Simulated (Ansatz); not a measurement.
H3O4Si (SMILES [O][Si](O)(O)O), doublet, at a GFN2-xTB geometry; CAM-B3LYP/STO-3G in Ansatz (a first-principles code).

Here is a job for Ansatz.
Ansatz 0.2 input:
```yaml
crystal:
  periodic: [false, false, false]
  atoms:
    - {symbol: O, position_ang: [-1.00135158, 0.75702035, 1.02048211]}
    - {symbol: Si, position_ang: [-0.08129137, 0.05355563, -0.05845249]}
    - {symbol: O, position_ang: [-0.77421961, -1.10000715, -0.94590338]}
    - {symbol: O, position_ang: [0.86686395, 0.91564483, -1.04385610]}
    - {symbol: O, position_ang: [0.88284594, -0.58032016, 1.15669842]}
    - {symbol: H, position_ang: [-0.47389586, -1.24570102, -1.83875337]}
    - {symbol: H, position_ang: [1.36877708, 1.64234506, -0.68556789]}
    - {symbol: H, position_ang: [0.45008814, -1.08512578, 1.84328787]}
basis:
  gaussian:
    orbitals: STO-3G
hamiltonian:
  xc: cam_b3lyp
magnetization: {spin_polarized: true, initial_magnetization: 1}
```

It wrote (shortened):

```
Functional definition: CAM-B3LYP
427 factors; integrals over basis functions are off by at most 4.1e-5 eV
160 factors; integrals over basis functions are off by at most 1.4e-6 eV
mean field evaluation 1: about -15898.5307 eV, gradient 2.4e1 eV
mean field evaluation 2: about -15901.0586 eV, gradient 1.8e1 eV
mean field evaluation 4: about -15903.0847 eV, gradient 2.1e0 eV
mean field evaluation 8: about -15903.1380 eV, gradient 8.9e-2 eV
mean field evaluation 16: about -15903.1386 eV, gradient 2.5e-3 eV
mean field -15903.13862822 eV, -584.4295650526 hartree, gradient 7.4e-6 eV, S^2 0.753335; 2 other end points of the search recorded, 0 dependent functions left out
reference -15903.13871082 eV, -584.4295680881 hartree; 25, 24 occupied and 7, 8 virtual orbitals, 427 factors
Total energy: -15903.13871082 eV, -584.4295680881 hartree
```
